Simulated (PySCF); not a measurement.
# Two-component Hartree-Fock for Co¹⁶⁺ (cobalt, charge +16)

Start: [Ne] 3s1; 3s1/2 filled at m_j = +1/2. Calculated with PySCF 2.14 in an uncontracted even-tempered set (19 s from 1.5 bohr⁻², ratio 2.4; 13 p from 1.9 bohr⁻², ratio 2.4; 5 d from 6.6 bohr⁻², ratio 2.6; 4 f from 9.9 bohr⁻², ratio 2.6): generalised Hartree-Fock with the X2C-1e Hamiltonian and a Gaussian nucleus; one run each with spin-orbit coupling (SO) switched off, then screened by Boettger's factors.

```tsv
spinor shell	electrons	ε, spin-free (eV)	ε, screened SO (eV)	weight of nominal j (screened SO)	rms radius, screened SO (bohr)
1s1/2	2	-8337.1	-8337.1	1.000	0.0648
2s1/2	2	-1495.3	-1495.3	1.000	0.271
2p1/2	2	-1356.5	-1367.1	0.998	0.242
2p3/2	4	-1356.5	-1351.4	0.999	0.245
3s1/2	1	-546.02	-546.01	1.000	0.686
```

```tsv
quantity	spin-free	screened SO
E (hartree)	-1267.01320	-1267.03715
M_J	1/2	1/2
⟨J²⟩	0.750	0.750
⟨L²⟩	0.000	0.000
⟨S²⟩	0.750	0.750
```

Each row is a mean over spinors that exchange with the open shell spreads, by up to 3.975 eV (2s1/2).

Without spin-orbit coupling the j labels of p, d and f shells carry no meaning; the spin-free column gives the mean over the occupied spinors of each nl shell.
